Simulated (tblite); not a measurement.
C4H11F3N2Si.
Z-matrix (Å and degrees, GFN2-xTB geometry), rows numbered from 1:
```
C 
C   1  1.5249
N   2  1.4421  1  111.06
Si  3  1.7076  2  123.24  1  -148.84
N   4  1.7240  3  102.79  2   179.06
C   5  1.4242  4  121.85  3   179.59
C   6  1.5258  5  110.45  4  -144.92
F   7  1.3441  6  112.02  5  -179.14
F   7  1.3428  6  112.05  5   -59.68
F   7  1.3371  6  112.72  5    60.55
H   1  1.0881  2  110.36  3   -60.51
H   1  1.0867  2  109.96  3    59.19
H   1  1.0868  2  110.37  3   179.40
H   2  1.0910  1  109.97  3  -118.91
H   2  1.0995  1  109.48  3   123.20
H   3  1.0096  2  111.61  1    60.57
H   4  1.4711  3  118.51  2   -65.88
H   4  1.4707  3  106.58  2    57.90
H   5  1.0081  4  118.84  3   -31.58
H   6  1.1012  5  113.97  4    94.96
H   6  1.0905  5  109.34  4   -26.80
```

Method: GFN2-xTB as coded in tblite; computed harmonic values from a numerical Hessian at the method's own geometry, unscaled. This tight-binding method is rough: wavenumbers can miss measured ones by several per cent, in bad cases by 10 to 20. Modes of hydrogen on silicon can be 10 to 20 % off. One conformer, not necessarily the lowest.

Harmonic wavenumbers (cm⁻¹): 28.0, 30.4, 44.3, 62.6, 73.0, 129.2, 165.1, 216.4, 222.2, 268.4, 318.8, 373.5, 376.1, 468.2, 490.4, 505.7, 517.7, 553.5, 577.0, 587.4, 762.9, 804.7, 816.9, 831.4, 851.7, 856.4, 924.6, 1004.9, 1064.7, 1073.1, 1077.1, 1097.3, 1174.3, 1183.5, 1193.6, 1198.6, 1249.2, 1299.2, 1325.8, 1376.6, 1381.6, 1404.0, 1446.4, 1489.8, 1494.0, 1499.4, 2157.0, 2202.4, 2854.7, 2863.7, 2987.5, 3007.5, 3030.1, 3043.3, 3047.3, 3437.2, 3462.1.

A = 3068, B = 369.9, C = 357.5 MHz; mass 172.064 u (most abundant isotopes); point group C1, symmetry number 1.

**Question.** Zero-point energy?

**Answer.** Half the sum of the wavenumbers: 33991 cm⁻¹ = 97.19 kcal/mol.

**Question.** Give the ideal-gas entropy at 298.15 K and 1 bar in the rigid-rotor, harmonic-oscillator model (classical rotation).

**Answer.** Translation 41.36, rotation 31.05, vibration 45.89: S = 118.3 cal/(mol K).

**Question.** And Cp and H(298.15 K) − H(0)?

**Answer.** Cp = 47.72 cal/(mol K), of which vibrations give 39.77 (their classical limit is 57 R = 113.3); H(298.15 K) − H(0) = 8.84 kcal/mol without the zero-point energy, 6.47 from vibrations.

**Question.** Blend soft modes into free rotors: weight 1/[1 + (100 cm⁻¹/ν̃)⁴] for the oscillator and the rest for a rotor with moment μB/(μ + B), μ = h/(8π²ν), B = 10⁻⁴⁴ kg m². What vibrational entropy results?

**Answer.** 39.27 cal/(mol K) in place of 45.89, which changes −T·S at 298.15 K by +1.98 kcal/mol.

**Question.** How do the functions run with temperature in this model?

**Answer.** 
| T (K) | S (cal/(mol K)) | Cp (cal/(mol K)) | H − H(0) (kcal/mol) | G − H(0) (kcal/mol) | ln q(vib) |
| --- | --- | --- | --- | --- | --- |
| 100 | 81.3 | 24.1 | 1.71 | -6.42 | 4.24 |
| 200 | 101.7 | 36.1 | 4.72 | -15.62 | 8.46 |
| 300 | 118.6 | 47.9 | 8.93 | -26.65 | 12.24 |
| 500 | 148.0 | 67.9 | 20.62 | -53.39 | 19.23 |
| 800 | 184.4 | 86.4 | 44.02 | -103.46 | 28.69 |
| 1000 | 204.5 | 94.2 | 62.12 | -142.39 | 34.37 |

q(vib) and H(0) count from the zero-point level.

**Question.** What must be added to the electronic energy to get the Gibbs energy at 298.15 K and 1 bar?

**Answer.** ZPE + [H(298.15 K) − H(0)] − T·S = 97.19 + 8.84 − 35.27 = 70.76 kcal/mol.

**Question.** Which modes carry the vibrational entropy at 298.15 K?

**Answer.** 28.0 cm⁻¹: 5.97; 30.4 cm⁻¹: 5.80; 44.3 cm⁻¹: 5.06; 62.6 cm⁻¹: 4.37; 73.0 cm⁻¹: 4.07; 129.2 cm⁻¹: 2.96 cal/(mol K); the other 51 give 17.66 together.

Hindered rotation and anharmonicity are outside this model. Other conformers, if any are populated, would add a mixing term that is left out. The structure is chiral; the term R ln 2 for an equal mix with its mirror image is left out.
